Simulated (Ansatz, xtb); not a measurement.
**Relative energy of two structures of BCl2FGaH**

We compare X, `F[BH][Ga]([Cl])[Cl]`, a singlet, with Y, a singlet given by its coordinates. Both are gas-phase species (loosely bound parts included), relaxed with B3LYP/6-31G*; the shapes shown needn't be the lowest conformers.

X (Å):

| atom | x (Å) | y (Å) | z (Å) |
| --- | --- | --- | --- |
| B | -2.2693 | -0.9048 | -0.0700 |
| Cl | -4.4110 | -1.1812 | -3.1762 |
| Cl | -2.2586 | 1.7196 | -2.7940 |
| F | -1.2118 | -1.6898 | -0.0432 |
| Ga | -2.9365 | -0.1639 | -1.9418 |
| H | -2.8062 | -0.6451 | 0.9672 |

Y (Å):

```xyz
6

B     0.5163    0.1849    0.2999
Cl    1.3482   -1.1070   -0.8737
Cl    0.1578    1.7249   -0.8127
F    -0.7647   -0.3590    0.5478
Ga   -1.1491   -0.4703   -1.7888
H     1.1907    0.4481    1.2400
```

Close contacts (Å): B1–Cl2 1.93, B1–Cl3 1.93, B1–F4 1.41, Cl2–Ga5 2.73, Cl3–Ga5 2.73, B1–H6 1.19.

Problem. Estimate which is lower in electronic energy at CCSD(T)/def2-SVP + ΔMP2/def2-TZVPP, and by roughly how much.

Solution. The CCSD(T)/def2-SVP + ΔMP2/def2-TZVPP calculation puts structure Y lower, by 4.1 kcal/mol.

Level by level:

```csv
level,geometry,E(Y) − E(X) (kcal/mol),departure from the last row (kcal/mol),"job, with rough time for the two"
B3LYP/6-31G*,B3LYP/6-31G*,−9.4,−5.3,"optimisation, 2.4 min"
HF/def2-SVP,B3LYP/6-31G*,+4.2,+8.3,part of the CCSD(T) run
MP2/def2-SVP,B3LYP/6-31G*,−3.8,+0.3,part of the CCSD(T) run
CCSD(T)/def2-SVP,B3LYP/6-31G*,−5.4,−1.3,single point
CCSD(T)/def2-SVP + ΔMP2/def2-TZVPP,B3LYP/6-31G*,−4.1,,"single point, 48 s"
```

HF/def2-SVP puts the two in the other order. The largest departure from CCSD(T)/def2-SVP + ΔMP2/def2-TZVPP is that of HF/def2-SVP, 8.3 kcal/mol. Levels run at GFN2-xTB geometries aren't shown. The last row adds to CCSD(T) the change of the MP2 difference between the two basis sets, here +1.3 kcal/mol.

With harmonic frequencies from B3LYP/6-31G* (ideal gas, rigid rotor, one conformer each, 298.15 K, 1 atm): on the last row, ΔE + ΔZPE = −3.5 kcal/mol. A mode under 50 cm⁻¹ makes harmonic enthalpies and free energies unreliable, so none is given.

The correlated steps freeze 21 core orbitals; the filled d shell of Ga is correlated, in a basis made for valence electrons. Codes used: Ansatz 0.2.0; the last row on 1 thread of Arm Neoverse V1 on a shared host.
